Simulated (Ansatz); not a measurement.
A run for Ansatz (a first-principles code): R-revPBE/def2-TZVPPD on HF (SMILES F) with ghost functions. Files ending in .json are basis or fitting sets from the Basis Set Exchange.

Ansatz 0.2 input:
```yaml
crystal:
  periodic: [false, false, false]
  atoms:
    - {symbol: F, position_ang: [-0.26855856, 0.38243118, 2.86667188]}
    - {symbol: H, position_ang: [-0.23813521, 0.12511344, 1.95838757]}
basis:
  gaussian:
    orbitals: def2-TZVPPD.json
    ghost_atoms:
      - {symbol: O, position_ang: [-0.08491637, -0.27218581, 0.32202072]}
      - {symbol: H, position_ang: [0.72394729, -0.75194116, 0.11141120]}
      - {symbol: H, position_ang: [-0.11086573, 0.48918785, -0.26825215]}
hamiltonian:
  xc: {name: revPBE}
scf: {lower_state_search: off}
```

Output:

```
WARN ansatz: RAYON_NUM_THREADS=1 ignored (pool sized by the plan → 1); use --threads N
Functional definition: revPBE
these checks for a lower state are left out or cut short: stability, starts, cluster_reference, orbital_swaps, neighbouring_geometries, increment
integrals: 0.02 GiB planned
542 factors; their error is unknown
mean field: 0.29 GiB planned
mean field evaluation 1: about -2732.0546 eV, gradient 3.4e1 eV
mean field evaluation 2: about -2725.8212 eV, gradient 7.5e1 eV
mean field evaluation 4: about -2733.6788 eV, gradient 4.9e-1 eV
mean field evaluation 8: about -2733.6777 eV, gradient 1.3e-1 eV
mean field -2733.67774592 eV, -100.4608042092 hartree, gradient 1.1e-6 eV, S^2 0.000000; 0 other end points of the search recorded, 0 dependent functions left out
reference -2733.67779005 eV, -100.4608058311 hartree; 5, 5 occupied and 126, 126 virtual orbitals, 542 factors
Total energy: -2733.67779005 eV, -100.4608058311 hartree
Checks for a lower state left out: stability, starts, cluster_reference, orbital_swaps, neighbouring_geometries, increment
```

The run converged.

Cost: about 0.8 core-seconds (a rough figure).
